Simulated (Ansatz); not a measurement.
Cost and result for the atomization energy of CH$_{3}$FGaI, SMILES `[CH3][Ga]([F])[I]` (7 atoms, 6 bonds).

```xyz
7

C    -0.991    0.040    0.230
Ga    0.929    0.002   -0.084
F     2.043    0.388    1.213
I     2.082   -0.557   -2.202
H    -1.468    0.700   -0.496
H    -1.399   -0.963    0.099
H    -1.196    0.390    1.241
```

Total charge 0; spin multiplicity 1. Correlated methods include outer-core shells of Ga, I, which these sets cover unevenly. Scalar relativity is left out up to krypton. I takes the def2 core potential. Geometry: relaxed with PBE0-D4/def2-TZVP. Program: Ansatz. All runs use 4 threads of an AMD EPYC 7B13 on a shared host. Times are those of one run each, without the atoms' runs, and a repeat can differ threefold. Electronic energies, without spin–orbit coupling; frozen cores. CCSD(T)/CBS adds CCSD(T) − MP2 in def2-TZVPP to the MP2 limit, and its time is that of the two runs behind it. T1 = 0.011. With those shells the extrapolation isn't a true limit.

CCSD(T)/CBS is a level of theory with its own doubt, some kJ/mol a heavy atom from the limit and from the frozen cores, so smaller differences don't rank the functionals.

```json
{"level": "BLYP-D4/def2-TZVPP", "functions": "202", "wall time": "1.5 s", "atomization (kcal/mol)": "544.3", "difference from CCSD(T)/CBS": "-12.6", "per bond": "-2.1"}
{"level": "PBE-D4/def2-TZVPP (with forces)", "functions": "202", "wall time": "1.7 s", "atomization (kcal/mol)": "560.0", "difference from CCSD(T)/CBS": "3.1", "per bond": "0.5"}
{"level": "PBE0-D4/def2-TZVPP", "functions": "202", "wall time": "2.5 s", "atomization (kcal/mol)": "551.3", "difference from CCSD(T)/CBS": "-5.6", "per bond": "-0.9"}
{"level": "CAM-B3LYP-D4/def2-TZVPP", "functions": "202", "wall time": "2.7 s", "atomization (kcal/mol)": "550.3", "difference from CCSD(T)/CBS": "-6.6", "per bond": "-1.1"}
{"level": "r2SCANh-D4/def2-TZVPP", "functions": "202", "wall time": "3.4 s", "atomization (kcal/mol)": "552.3", "difference from CCSD(T)/CBS": "-4.6", "per bond": "-0.8"}
{"level": "B2PLYP/def2-TZVPP", "functions": "202", "wall time": "3.9 s", "atomization (kcal/mol)": "545.8", "difference from CCSD(T)/CBS": "-11.1", "per bond": "-1.9"}
{"level": "PBE-QIDH/def2-TZVPP", "functions": "202", "wall time": "3.9 s", "atomization (kcal/mol)": "553.3", "difference from CCSD(T)/CBS": "-3.6", "per bond": "-0.6"}
{"level": "B97M-V/def2-TZVPP", "functions": "202", "wall time": "5.5 s", "atomization (kcal/mol)": "550.9", "difference from CCSD(T)/CBS": "-6.0", "per bond": "-1.0"}
{"level": "ωB97X-V/def2-TZVPP", "functions": "202", "wall time": "5.5 s", "atomization (kcal/mol)": "553.2", "difference from CCSD(T)/CBS": "-3.7", "per bond": "-0.6"}
{"level": "CCSD(T)/def2-SVP", "functions": "101", "wall time": "5.5 s", "atomization (kcal/mol)": "525.4", "difference from CCSD(T)/CBS": "-31.5", "per bond": "-5.3"}
{"level": "MP2/def2-QZVPP", "functions": "375", "wall time": "12 s", "atomization (kcal/mol)": "566.6", "difference from CCSD(T)/CBS": "9.7", "per bond": "1.6"}
{"level": "CCSD(T)/def2-TZVPP", "functions": "202", "wall time": "89 s", "atomization (kcal/mol)": "544.0", "difference from CCSD(T)/CBS": "-12.9", "per bond": "-2.1"}
{"level": "CCSD(T)/CBS(def2)", "functions": "–", "wall time": "100 s", "atomization (kcal/mol)": "556.9", "difference from CCSD(T)/CBS": "0.0", "per bond": "0.0"}
```

From BLYP to BHLYP (50 % exact exchange), in def2-TZVPP and without D4, the atomization energy moves by −9.4 kcal/mol: exact exchange takes away binding that semilocal exchange gives to molecules. In def2-TZVPP, CCSD(T) changes the Hartree–Fock value by +134.0 kcal/mol (the triples alone add +8.9 kcal/mol) and MP2 by +149.0 kcal/mol; breaking electron pairs costs correlation energy, which Hartree–Fock lacks. At CCSD(T), def2-SVP lies −31.5 kcal/mol from the extrapolated value and def2-TZVPP −12.9 kcal/mol: correlation converges slowly with the basis, and small sets miss more of it in the bonded molecule than in its fragments.

Spin–orbit coupling would lower the free I atoms strongly, and the atomization energy with them, by more than many differences here.
